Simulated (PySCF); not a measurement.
C12H8.
Bonds: C1–C2 (triple), C2–C3, C3–C4 (aromatic), C4–C5 (aromatic), C5–C6 (aromatic), C6–C7 (aromatic), C7–C8 (aromatic), C8–C9 (aromatic), C9–C10 (aromatic), C10–C11 (aromatic), C11–C12 (aromatic), C3–C12 (aromatic), C6–C12. Hydrogens: H13 on C1; H14 on C4; H15 on C5; H16 on C7; H17 on C8; H18 on C9; H19 on C10; H20 on C11.

NICS is the negative of the GIAO shielding at a point without a nucleus: at the ring centre (0) and 1 Å above and below it (1); zz is the component along the ring normal. Level: GIAO PBE0/pcSseg-1 (PySCF, non-relativistic, gas phase) on the GFN2-xTB geometry, one conformer.

Rings: 1. C3–C4–C5–C6–C12; 2. C6–C7–C8–C9–C10–C11–C12.

```json
{"set": "P", "NICS(0)": "-17.6", "NICS(1), two faces": "-18.5 / -18.5", "NICS(1)zz, two faces": "-47.3 / -47.3"}
{"set": "Q", "NICS(0)": "-5.1", "NICS(1), two faces": "-8.2 / -8.2", "NICS(1)zz, two faces": "-19.8 / -19.8"}
```

Q: Which set (ppm) belongs to which ring?

A: P = 1, Q = 2.
- 1 (5-membered carbocycle; formal bonds 4 aromatic, 1 single): mean NICS(1)zz -47.3 ppm, shielded. The ring is flat and has no four-coordinate atom; by the NICS criterion it is aromatic, though in fused rings the probe also feels the neighbouring ring.
- 2 (7-membered carbocycle; formal bonds 6 aromatic, 1 single): mean NICS(1)zz -19.8 ppm, shielded.

Q: How do the rings differ in shape?

A: 
```
ring                                 bond lengths (Å)  rms pucker (Å)  HOMA  nearest outside atom to a NICS(1) probe (Å)
   1                1.404, 1.387, 1.400, 1.483, 1.409            0.00  0.50                                hydrogen 2.47
   2  1.382, 1.388, 1.388, 1.388, 1.389, 1.379, 1.483            0.00  0.67                                hydrogen 2.85
```

HOMA = 1 − mean of α(R − Ropt)² over the ring bonds, with Krygowski's 1993 parameters (CC: Ropt 1.388 Å, α 257.7 Å⁻²).

Time: 61 s of wall time; peak memory 1.1 GiB. Hardware: an Intel Xeon Platinum 8488C with one thread, shared host. This is the whole shielding run at PBE0/pcSseg-1, SCF included.
